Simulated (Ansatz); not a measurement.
Problem. Name a neutral molecule of C, Hf, O and H with size of the dipole moment (B3LYP/def2-TZVPP) between 0.35 and 0.65 D and HOMO–LUMO gap (PBE/def2-TZVPP) between 4.15 and 4.45 eV (Ansatz, PBE0-D4/def2-TZVP geometry).

Solution. `C[C@@]12[C@H]3[C@H]4[C@H]5[C@@H]1[Hf]45321678([OH])([OH])[C@@H]2[C@H]1[C@H]6[C@@]7(C)[C@@H]28` (0.47 D, 4.39 eV). Other molecules can fit too; these were computed, each in one conformer that needn't be the lowest.

B3LYP here is the variant with VWN-RPA as its local correlation; programs differ in this.
